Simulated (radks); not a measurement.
Values are calculated unless marked as measured or tabulated.
Gd, 64 electrons, occupied as [Xe] 4f7 5d1 6s2 (the NIST ground configuration).

Code: a radial shooting solver on a logarithmic mesh with Libxc functionals. Model: scalar-relativistic Kohn-Sham, PBE, spin-polarised, spherical densities, point nucleus; open shells are filled with parallel spins first (spin-orbit coupling, left out, can overturn this in heavy ions).

Energy parts (eV):
| part | energy |
|---|---|
| total | -306712.60 |
| kinetic | 329376.61 |
| electron-nucleus | -748250.22 |
| Hartree | 118934.95 |
| exchange-correlation | -6773.94 |

Orbitals (lengths in bohr, moments of r in powers of bohr; <r^-3> diverges for s and p1/2; r(max) is where P^2 peaks):
| orbital | occ. | eigenvalue (eV) | r(max) | <r^-3> | <r> | <r^4> |
|---|---|---|---|---|---|---|
| 1s up | 1 | -50103.85 | 0.01392 | - | 0.02190 | 1.140e-06 |
| 1s down | 1 | -50103.85 | 0.01392 | - | 0.02190 | 1.140e-06 |
| 2s up | 1 | -8271.814 | 0.07900 | - | 0.09328 | 0.0001815 |
| 2s down | 1 | -8271.740 | 0.07900 | - | 0.09327 | 0.0001814 |
| 2p up | 3 | -7360.380 | 0.06395 | 11430 | 0.08237 | 0.0001356 |
| 2p down | 3 | -7360.327 | 0.06395 | 11430 | 0.08237 | 0.0001356 |
| 3s up | 1 | -1834.058 | 0.2243 | - | 0.2445 | 0.007036 |
| 3s down | 1 | -1831.438 | 0.2242 | - | 0.2443 | 0.007009 |
| 3p up | 3 | -1551.750 | 0.2201 | 2394 | 0.2431 | 0.007383 |
| 3p down | 3 | -1549.140 | 0.2200 | 2400 | 0.2428 | 0.007348 |
| 3d up | 5 | -1179.008 | 0.1801 | 322.9 | 0.2213 | 0.005901 |
| 3d down | 5 | -1176.998 | 0.1800 | 323.7 | 0.2210 | 0.005860 |
| 4s up | 1 | -371.2635 | 0.5157 | - | 0.5529 | 0.1729 |
| 4s down | 1 | -365.1209 | 0.5155 | - | 0.5529 | 0.1730 |
| 4p up | 3 | -278.2269 | 0.5382 | 534.9 | 0.5853 | 0.2267 |
| 4p down | 3 | -272.1283 | 0.5380 | 533.9 | 0.5854 | 0.2273 |
| 4d up | 5 | -149.5711 | 0.5591 | 60.37 | 0.6359 | 0.3573 |
| 4d down | 5 | -143.5289 | 0.5588 | 60.13 | 0.6369 | 0.3619 |
| 4f up | 7 | -10.4472 | 0.5667 | 8.176 | 0.8537 | 2.557 |
| 4f down | 0 | -5.0244 | 0.5694 | 7.773 | 0.9062 | 4.334 |
| 5s up | 1 | -50.9006 | 1.192 | - | 1.326 | 5.793 |
| 5s down | 1 | -47.4974 | 1.205 | - | 1.347 | 6.200 |
| 5p up | 3 | -28.1770 | 1.348 | 74.47 | 1.550 | 11.64 |
| 5p down | 3 | -25.5238 | 1.369 | 69.49 | 1.585 | 12.88 |
| 5d up | 1 | -2.9543 | 1.927 | 3.094 | 2.741 | 185.7 |
| 5d down | 0 | -1.8230 | 2.037 | 2.377 | 3.109 | 352.4 |
| 6s up | 1 | -4.3460 | 3.341 | - | 3.923 | 483.5 |
| 6s down | 1 | -3.7563 | 3.493 | - | 4.123 | 600.5 |
| 6p up | 0 | -1.4388 | 4.482 | 4.281 | 5.501 | 2063 |
| 6p down | 0 | -1.1646 | 4.743 | 3.482 | 5.913 | 2829 |

The highest occupied level is 5d up at -2.954 eV. The configuration is held as typed, so some empty levels lie below it. The density falls to 0.001 e/bohr^3 at r = 5.23 bohr. Spin moment in Bohr magnetons: 8.
